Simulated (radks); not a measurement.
The numbers below are computed, except where a source is named.
Question: The mean radii <r> (bohr) of the occupied orbitals of an atom or ion are listed with their occupations. Code: a radial shooting solver on a logarithmic mesh with Libxc functionals. Model: Dirac Kohn-Sham, PBEsol, spin-unpolarised, spherical densities, point nucleus.

orbital  occ.      <r>
1s1/2       2  0.01715
2s1/2       2  0.07170
2p1/2       2  0.05907
2p3/2       4  0.06750
3s1/2       2   0.1866
3p1/2       2   0.1768
3p3/2       4   0.1923
3d3/2       4   0.1676
3d5/2       6   0.1724
4s1/2       2   0.4150
4p1/2       2   0.4179
4p3/2       4   0.4519
4d3/2       4   0.4618
4d5/2       6   0.4730
5s1/2       2   0.9496
4f5/2       6   0.5121
4f7/2       8   0.5194
5p1/2       2    1.027
5p3/2       4    1.121
5d3/2     2.8    1.461
5d5/2     4.2    1.506

Name the element and its charge. Open shells, if any, are shared by 2j + 1.

Answer: Z = 78, platinum, charge +3: Pt3+ in [Xe] 4f14 5d7. The 1s radius gives Z: for a bare nucleus <r> = (2 gamma + 1)/(2Z) with gamma = sqrt(1 - (Z/c)^2), 0.01695 bohr for Z = 78, and screening makes it slightly larger (0.01715 here). The occupations add up to 75, and the charge is Z minus that.
